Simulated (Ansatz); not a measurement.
C$_{2}$HF$_{5}$, SMILES `FC(F)C(F)(F)F`, 8 atoms. Charge 0, multiplicity 1. All runs use 4 threads of an Arm Neoverse V1 on a shared host. Correlated methods freeze the cores.

Question: Give the basis size and wall time and peak host memory of each of these runs in Ansatz. RKS PBE0-D4/def2-TZVP frequencies; direct RPA on PBE orbitals/def2-TZVPP energy; RHF-CCSD(T)/def2-TZVPP energy; RKS r2SCAN0-D4/def2-TZVPP energy; RKS ωB97M-V/def2-SVP energy; RKS PBE0-D4/def2-SVP energy; RKS CAM-B3LYP-D4/def2-TZVPP energy; RKS PBE0-D4/def2-QZVPP energy; RKS PBE0-D4/def2-TZVP relaxation (5 steps); RHF-MP2/def2-QZVPP energy; RKS ωB97M-V/def2-QZVPP energy; RHF-CCSD(T)/def2-SVP energy. (Estimate.)

Answer: The calculation gave: Other jobs shared the machine, so times are rough.

| level | job | functions | wall time | peak host memory (GiB) |
| --- | --- | --- | --- | --- |
| RKS PBE0-D4/def2-SVP | energy | 103 | 0.85 s | 0.42 |
| RKS CAM-B3LYP-D4/def2-TZVPP | energy | 231 | 2.7 s | 0.59 |
| RKS ωB97M-V/def2-SVP | energy | 103 | 3.1 s | 0.42 |
| RKS r2SCAN0-D4/def2-TZVPP | energy | 231 | 3.9 s | 0.56 |
| direct RPA on PBE orbitals/def2-TZVPP | energy | 231 | 4.4 s | 0.56 |
| RKS PBE0-D4/def2-QZVPP | energy | 429 | 6 s | 1.4 |
| RHF-CCSD(T)/def2-SVP | energy | 103 | 9 s | 0.56 |
| RKS ωB97M-V/def2-QZVPP | energy | 429 | 14 s | 1.6 |
| RHF-MP2/def2-QZVPP | energy | 429 | 18 s | 2.4 |
| RKS PBE0-D4/def2-TZVP | relaxation (5 steps) | 223 | 20 s | 0.57 |
| RKS PBE0-D4/def2-TZVP | frequencies | 223 | 120 s | 0.58 |
| RHF-CCSD(T)/def2-TZVPP | energy | 231 | 4.1 min | 5 |
